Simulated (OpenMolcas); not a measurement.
Ni3+: the spin-orbit constant, worked from levels

```json
{"Program": "OpenMolcas", "Basis": "ANO-L-VTZP [6s5p3d2f1g]", "Scalar Hamiltonian": "non-relativistic, point nucleus", "Active space": "7 electrons in 5 orbitals (3d)", "State averaging": "2S+1 = 4 even, 10 roots; 2S+1 = 2 even, 40 roots", "Spin-orbit coupling": "RASSI with atomic mean-field integrals over the reference wave functions, term energies averaged over their components"}
```

Methods: CASSCF; MS-CASPT2, IPEA 0.25 Eh, imaginary shift 0.1 Eh (closed shells correlated: 3s 3p). Measured levels: Corliss and Sugar, J. Phys. Chem. Ref. Data 10, 197 (1981).

**The spin-orbit constant.** For the Hund term ⁴F of d7, E(J) = (A/2) J(J+1) + constant and ζ = -2S·A = -3A. From J = 3/2 to J = 9/2 the energy changes by 10.5 A.

```tsv
Source	E(9/2) - E(3/2)	A	ζ
CASSCF	-2654.7	-252.8	758
MS-CASPT2	-2647.1	-252.1	756
measured	-2621.1	-249.6	749
```

All in cm-1. MS-CASPT2 is off by +1.0 % and CASSCF by +1.3 %. Both methods take the spin-orbit matrix elements from the reference wave functions, so the second can move ζ only through the term energies and any multistate remixing. Second-order mixing with other terms is absorbed into this ζ.

CASPT2 breaks the degeneracy within a term, and the mean is taken; among the terms shown or strongly mixed into the levels shown the widest spread is 580 cm-1 (3d⁷ ⁴F, MS-CASPT2). Without dynamic correlation excited terms often stand tens of per cent too high (terms of higher spin than the ground term too low), and those without a measured partner can miss by more than the paired ones (holds for CASSCF). Measured partners are found by configuration, term and J. A level has none where our copy of the source lacks it or the pairing is in doubt (some pairs that miss far off the trend of their configuration count as doubtful), and it then counts in no deviation. Only configurations of the active space appear.
